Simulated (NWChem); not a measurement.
SiHI, singlet; SMILES [SiH]I

Results from NWChem. Low-valent species are run as closed-shell singlets; no triplet was tried in these runs. Structure relaxed at the PBE0-D3(BJ)/def2-TZVP level. def2 effective core potentials on I; no spin-orbit coupling. Ions are spin-unrestricted doublets at the neutral geometry; other ion states weren't tried. Functional: LC-ωPBE (HJS hole) with def2-SVP; rows give the range parameter ω in 1/bohr.

For range parameter (1/bohr) 0.05:

```
Quantity                               Value
-------------------------------------  -----
vertical ionisation energy, ΔSCF (eV)   8.77
−ε(HOMO) (eV)                           6.49
```

### Question
How do the values read with range parameter (1/bohr) 0.80 instead?

### Answer
- vertical ionisation energy, ΔSCF (eV): 9.44
- −ε(HOMO) (eV): 9.96
